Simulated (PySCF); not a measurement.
## Finite-field polarisability of As (arsenic, neutral)

[Ar] 3d10 4s2 4p3, high-spin 4S determinant. Computed with PySCF 2.14 in aug-cc-pVQZ-DK, with scalar relativity by spin-free X2C-1e. Frozen: [Ar] 3d10. Energy changes in a uniform field (μhartree):

```
axis  F (au)        HF       MP2      CCSD   CCSD(T)
   x  0.0026  -102.541  -102.355  -102.554  -102.877
   x  0.0052  -410.510  -409.773  -410.572  -411.867
```

Q: Derive α along x at CCSD(T) from the two fields.

A: With ΔE = −αF²/2 − γF⁴/24, α = −(16 ΔE(F) − ΔE(2F))/(6F²) = 30.43 bohr³.

Q: And the mean polarisability at each level?

A: HF 30.33, MP2 30.27, CCSD 30.33, CCSD(T) 30.43 bohr³. Reference: 30 ± 1 bohr³ (recommended; Schwerdtfeger and Nagle, table of static dipole polarizabilities (2023 update)).
